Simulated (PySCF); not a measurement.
A GIAO shielding run with PySCF 2.14.0 with density-fitted response routines (density fitting, non-relativistic, gas phase) on SMILES CC(=O)NB(O)O, C2H6BNO3:

```
$ OMP_NUM_THREADS=1 python probes_run.py task.json out

{"job": {"kind": "nmr", "xc": "PBE0", "basis": "IGLO-III", "pop": true}, "charge": 0, "multiplicity": 1}
C      1.878349    -0.001428    -1.118015
C      0.694596     0.466585    -0.312522
O      0.567765     1.635177     0.026793
N     -0.221563    -0.488489     0.023016
B     -1.428955    -0.216103     0.801808
O     -2.229920    -1.286706     1.054078
O     -1.705349     1.029744     1.230445
H      2.487858     0.864817    -1.397363
H      2.488204    -0.698272    -0.522025
H      1.551183    -0.532715    -2.024818
H     -0.042956    -1.435072    -0.288490
H     -2.998443    -1.025441     1.571875
H     -0.976179     1.617419     0.932753
```

Hardware: 1 thread of an Arm Neoverse V1, shared host. The job also computes population analyses, field gradients.

Task: How large is the calculation?

Result: 54 electrons, 305 basis functions and 761 auxiliary functions.

Task: How long does it take, and how much memory does it need?

Result: 75 s of wall time, with 14 SCF cycles and 5 response iterations; peak memory 1.1 GiB. Times on a shared host scatter by some tens of per cent.

Task: And these other runs on the same molecule and hardware: GIAO shielding at PBE0/6-311+G(2d,p); GIAO shielding at PBE0/6-31G*; GIAO shielding at PBE0/aug-cc-pVDZ; GIAO shielding at PBE0/cc-pVDZ; GIAO shielding at PBE0/cc-pVTZ; GIAO shielding at PBE0/def2-SVP?

Result: PBE0/6-311+G(2d,p): 225 functions, 47 s; PBE0/6-31G*: 110 functions, 14 s; PBE0/aug-cc-pVDZ: 215 functions, 33 s; PBE0/cc-pVDZ: 128 functions, 19 s; PBE0/cc-pVTZ: 294 functions, 76 s; PBE0/def2-SVP: 128 functions, 20 s.
